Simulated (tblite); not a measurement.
All values are computed: GFN2-xTB (tblite) harmonic vibrations without scaling, gas phase. The method is semi-empirical: single wavenumbers can be off by several per cent or more. One conformer each. Open shells enter through the occupations alone, without spin polarisation, and single modes of such species can be off by tens of per cent. Thermal functions are those of the rigid rotor and harmonic oscillator, without mixing of conformers.

Question: Order these by their zero-point energy, highest first (kcal/mol).
A. `C#C[C@@H]1[CH]C=CS1` [radical]
B. `CC(=O)C1=COC(=O)[CH][CH+]1` [radical]
C. `[CH2]Cc1ccccn1` [radical]
D. `C#C[C@@H]1C[C]=NCC1` [radical]

Answer: D (80.0), C (79.2), B (69.0), A (52.0).

```csv
SMILES,atoms,mass (u),symmetry number,modes under 300 cm⁻¹,ZPE (kcal/mol),S translation (cal/(mol K)),S rotation,S vibration,S spin,S,Cp
C#C[C@@H]1C[C]=NCC1,16,106.07,1,4,80.0,39.9,28.0,17.1,1.4,86.3,30.8
[CH2]Cc1ccccn1,16,106.07,1,4,79.2,39.9,27.8,17.9,1.4,87.0,30.8
CC(=O)C1=COC(=O)[CH][CH+]1,16,138.03,1,5,69.0,40.7,29.4,24.7,1.4,96.2,36.7
C#C[C@@H]1[CH]C=CS1,12,109.01,1,3,52.0,40.0,27.7,15.0,1.4,84.0,28.0
```

Entropies and Cp are for 298.15 K and 1 bar.
